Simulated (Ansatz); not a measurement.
Isolated molecules relaxed with PBE0-D4/def2-TZVP in Ansatz; ΔE leaves out vibrations. CCSD(T)/CBS is the MP2 limit (def2-TZVPP, def2-QZVPP) plus CCSD(T) − MP2 in def2-TZVPP, frozen cores. Functionals use def2-TZVPP. B3LYP here is the variant with VWN-RPA as its local correlation; programs differ in this. For Br outer-core shells are correlated without core-valence functions, which leaves a few kJ/mol of doubt a bond. Scalar relativity is left out up to krypton. Each species was taken in one conformer, which may not be the lowest.

Reaction (ligand exchange at a B–C bond): `CNBCN` + HBr → `CNBBr` + CH₃NH₂

```json
{"level": "B3LYP-D4", "ΔE (kJ/mol)": "-92.4"}
{"level": "ωB97X-V", "ΔE (kJ/mol)": "-92.2"}
{"level": "B2PLYP", "ΔE (kJ/mol)": "-96.2"}
{"level": "PBE", "ΔE (kJ/mol)": "-92.5"}
{"level": "B3LYP", "ΔE (kJ/mol)": "-94.0"}
{"level": "HF/def2-TZVPP", "ΔE (kJ/mol)": "-101.5"}
{"level": "MP2/def2-TZVPP", "ΔE (kJ/mol)": "-99.9"}
{"level": "SCS-MP2/def2-TZVPP", "ΔE (kJ/mol)": "-98.6"}
```

(1) What does CCSD(T)/CBS give? (Estimate.)

Largest T1 diagnostic among the species: 0.011.

## Answers

(1) Computed: -94.9 kJ/mol. The listed levels differ from it by 2.5, 2.7, -1.3, 2.4, 0.9, -6.6, -5.0, -3.7 kJ/mol.
